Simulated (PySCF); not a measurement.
Exercise with solution: entropy of an ideal gas

Mg(Br)(NH2) (BrH2MgN), SMILES [Mg]([Br])[NH2].

The structure is a stationary point at PBE0-D3(BJ)/def2-TZVP. Other conformers were not sampled.

PBE0-D3(BJ)/def2-TZVP run with PySCF 2.14.0 gives the harmonic wavenumbers 112, 122, 282, 313, 540, 749, 1556, 3589, 3671 cm⁻¹ and the rotational temperatures 18.2052, 0.0818, 0.0815 K. The molar mass is 120.23 g/mol, the symmetry number 2, the spin multiplicity 1.

### Question
Work out the entropy at 298.15 K and 1 atm in the rigid-rotor, harmonic-oscillator model.

### Answer

Translation (Sackur–Tetrode at 1 atm): S = R[1.5 ln M + 2.5 ln T − 1.16487] = 168.5 J/(mol K).
Rotation: q = (√π/σ) T^1.5/√(θA θB θC) = 13100, S = R[ln q + 3/2] = 91.3 J/(mol K).
Vibration: with u = 1.4388 ν/T, each mode gives R[u/(e^u − 1) − ln(1 − e^−u)]:
```tsv
ν (cm⁻¹)	modes	u	S (J/(mol K))
112	1	0.54	13.53
122	1	0.59	12.84
282	1	1.36	6.37
313	1	1.51	5.63
540	1	2.61	2.37
749	1	3.61	1.06
1556	1	7.51	0.04
```
The stiffer modes add less than 0.005 each. Sum 41.8 J/(mol K).
Spin: R ln 1 = 0.0 J/(mol K).
Total 301.6 J/(mol K); the program's own thermochemistry gives 301.6. Translation makes up 56 % and vibration 14 %. Anharmonicity, hindered rotation and orbital degeneracy are left out.
